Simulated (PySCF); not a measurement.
Cl2Hf, multiplicity 1. Atoms are numbered in the order given.

```xyz
3

Hf     0.0000     0.0000     0.0000
Cl     0.0000     0.0000    -2.3381
Cl     0.0000     0.0000     2.3381
```

Coordinates come from a B3LYP-D3(BJ)/def2-TZVP optimisation. The multiplicity is an assumed one; other spin states were not compared. The def2 effective core potentials stand for the cores of Hf; spin–orbit coupling is left out.

The numbers are results of HF/def2-TZVPD (PySCF), not measurements.

Mulliken values depend strongly on the basis, most of all with diffuse functions as here. ESP charges are fitted to the potential on shells at 1.4 to 2.0 van der Waals radii. Atomic charges (e):

```json
[
 {"atom": "Hf1", "Mulliken": "0.99", "ESP fit": "___"},
 {"atom": "Cl2", "Mulliken": "-0.49", "ESP fit": "___"},
 {"atom": "Cl3", "Mulliken": "-0.49", "ESP fit": "___"}
]
```

Task: What belongs in the gaps? (An estimate is asked for; the answer gives what the named calculation found.)

Result: 
- Hf1, ESP fit: 0.54
- Cl2, ESP fit: -0.27
- Cl3, ESP fit: -0.27
